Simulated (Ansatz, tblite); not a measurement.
Removing an electron: the cluster GeCl₂⁻. The state is a doublet with charge -1. Geometry: PBE-D4/def2-TZVPD. Ansatz, gas phase; energy differences of separate SCF runs; the oxidised species is a singlet (the triplet lies 2.76 eV higher at PBE0-D4/def2-TZVPD).

```xyz
3

Ge    0.5462   -0.8487    0.0622
Cl    0.3564    0.9465    1.5679
Cl   -0.9026   -0.0979   -1.6301
```

The xTB rows come from tblite. Correlated methods freeze 19 core orbitals; core or outer-core shells of Ge are correlated, in sets that lack core-valence functions. The structure comes from a short search, and lower isomers may exist.

```
               level  −HOMO (eV)  vertical IE (eV)  −LUMO (eV)  HOMO–LUMO gap (eV)                       remarks
            GFN1-xTB           –              5.79           –                   –                             –
            GFN2-xTB           –              4.90           –                   –                             –
      HF/def2-TZVPPD           –              1.52           –                   –                             –
   PBE-D4/def2-TZVPD       -1.15              1.62       -2.34                1.18  HOMO above zero (-1 doublet)
r2SCAN-D4/def2-TZVPD       -0.86              1.82       -2.72                1.86  HOMO above zero (-1 doublet)
  PBE0-D4/def2-TZVPD       -0.14              1.80       -3.13                2.99  HOMO above zero (-1 doublet)
     MP2/def2-TZVPPD           –              1.71           –                   –                             –
    CCSD/def2-TZVPPD           –              1.75           –                   –                             –
 CCSD(T)/def2-TZVPPD           –              1.71           –                   –                             –
```

  A HOMO above zero means that the electron is unbound at that level or that self-interaction error raises the level; the energy of removing that electron tells which. HOMO and LUMO are the levels of the spin that leaves or enters (xTB has no such levels and no spin-polarisation term). Other spin states of the ions may lie lower, which would lower the ionisation energy or raise the affinity. Raw xTB energy differences between charge states are shifted by several eV; the methods need an empirical correction for them.
